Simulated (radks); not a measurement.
Results of a calculation; reference values are marked as such.
Question: Spherical quantum dot in the effective-mass picture: electrons in a parabolic well V = omega^2 r^2 / 2 with omega = 1.62, with a point charge +1 (a donor) at the centre, all in effective atomic units (hartree* = m*/eps^2 hartree, bohr* = eps/m* bohr), one dielectric constant everywhere. Level of theory: non-relativistic Kohn-Sham, PBE, spin-polarised, spherical densities (a radial shooting solver with Libxc functionals). Levels are named by radial order and angular momentum (1s, 1p, 1d, 2s, ...), and open shells are averaged over m. Results are scaled to m* = 0.367 and eps = 11.6, for which hartree* = 74.22 meV and bohr* = 1.673 nm. At N = 9 the configuration is 1s2 1p6 2s(up 1, down 0). Does electron 10 go into 1d down or 1d up or 2s down?

Answer: Into 2s down. The total energies of the other choices lie higher by 7.59 meV (1d up), 9.79 meV (1d down).
